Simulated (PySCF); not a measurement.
Compound: C4H6O3S.
Cartesian coordinates in Å at the GFN2-xTB level; atoms count from 1:
```
atom  x, y, z in Å
O1     1.6413    0.3152   -1.1321
S2     1.9038   -0.4042    0.0789
O3     2.7943   -1.5165    0.0540
O4     2.4733    0.6850    1.1403
C5     0.3888   -0.8736    0.8843
C6    -0.7195   -0.2955    0.5179
C7    -1.3498    0.6715   -0.3782
C8    -2.1710   -0.1186    0.6192
H9     2.5023    1.5409    0.7115
H10    0.5034   -1.6273    1.6398
H11   -1.1856    1.7234   -0.1981
H12   -1.4100    0.4212   -1.4264
H13   -2.8090   -0.9121    0.2587
H14   -2.5629    0.3901    1.4880
```

The calculation used PySCF, TDDFT PBE0/def2-SVPD, vertical, gas phase, core orbitals frozen in the response.

Ground-to-excited transition dipoles (e·a0, same axes as the geometry; the sign carries no meaning), for the states with f of 0.002 or more among the lowest 6:

```tsv
state	E (eV)	μx	μy	μz
S1	6.036	-0.135	0.051	0.054
S2	6.589	0.450	-0.179	0.060
S3	6.755	-0.703	0.209	-0.002
S4	6.894	1.156	-0.292	0.158
S5	7.105	-0.111	-0.013	0.048
S6	7.610	-0.177	-0.007	0.053
```

Q: What oscillator strength does each state have?

A: f = (2/3) ΔE |μ|² with ΔE in hartree (27.2114 eV).

```
state  |μ|² (au)  |μ| (D)      f
   S1      0.024     0.39  0.004
   S2      0.238     1.24  0.038
   S3      0.538     1.86  0.089
   S4      1.446     3.06  0.244
   S5      0.015     0.31  0.003
   S6      0.034     0.47  0.006
```

Q: What angle do the transition dipoles of S2 and S3 make?

A: |cos θ| = |μa·μb| / (|μa| |μb|) = 0.99, so θ ≈ 9° (taken between 0 and 90°, since the signs are arbitrary).

Q: What peak molar absorption coefficient would the strongest computed level give as a lone Gaussian band 0.5 eV wide at half height?

A: ε(max) = 2.175×10⁸ f / FWHM, with the width in cm⁻¹. S4: 2.175×10⁸ × 0.2442 / 4033 ≈ 13000 L mol⁻¹ cm⁻¹.

One conformer stands for the species.
